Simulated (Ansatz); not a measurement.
Reactions of C$_{2}$H$_{10}$OSi$_{2}$, SMILES `O[SiH2]CC[SiH3]`.

Gas-phase electronic energies from Ansatz, PBE0-D4/def2-TZVP geometries. CCSD(T)/CBS adds triple-zeta CCSD(T) − MP2 to the extrapolated MP2 energy (def2 sets, frozen cores). This one scheme is used for every species. Double bonds are as drawn, so ΔE can hold a change between cis and trans. DFT in def2-TZVPP. For Br, Ge outer-core shells are correlated without core-valence functions, which leaves a few kJ/mol of doubt a bond. Scalar relativity is left out up to krypton. One conformer a species, not always the lowest.

| reaction | ωB97M-V (kJ/mol) | PBE-D4 (kJ/mol) |
| --- | --- | --- |
| `O[SiH2]CC[SiH3]` + `[SiH3]/C=C/Br` → `O[SiH2]/C=C/[SiH3]` + `[SiH3]CCBr` | -4 | 1 |
| `O[SiH2]CC[SiH3]` + `[OH][Ge][Cl]` → `[SiH3][O][Ge][Cl]` + `CC[SiH2]O` | -102 | -88 |
| `O[SiH2]CC[SiH3]` + H₂S → `O[SiH2]S` + `CC[SiH3]` | -73 | -75 |
| `O[SiH2]CC[SiH3]` + `BCS` → `BCSC[SiH3]` + `C[SiH2]O` | -14 | -15 |
| `O[SiH2]CC[SiH3]` + `CNC` → `CN(C)[SiH2]O` + `CC[SiH3]` | -72 | -66 |
| `O[SiH2]CC[SiH3]` + `O[Si](O)(O)S` → `O[SiH2]S[Si](O)(O)O` + `CC[SiH3]` | -87 | -89 |
| `O[SiH2]CC[SiH3]` + H–F → `F[SiH2]CC[SiH3]` + H₂O | -43 | -40 |
| `O[SiH2]CC[SiH3]` + `CB(N)O` → `CB(N)O[SiH3]` + `CC[SiH2]O` | -97 | -84 |
| `O[SiH2]CC[SiH3]` + `CN[SiH2]Cl` → `CN([SiH2]O)[SiH2]Cl` + `CC[SiH3]` | -71 | -63 |
| `O[SiH2]CC[SiH3]` + HBr → `[SiH3]CCBr` + `O[SiH3]` | 47 | 46 |

Q: Give the CCSD(T)/CBS values in the same order. (Best estimate.)

A: Computed: -8, -106, -74, -16, -73, -86, -43, -99, -73, 43 kJ/mol.

Largest T1 diagnostic: 0.014, for `[OH][Ge][Cl]`.
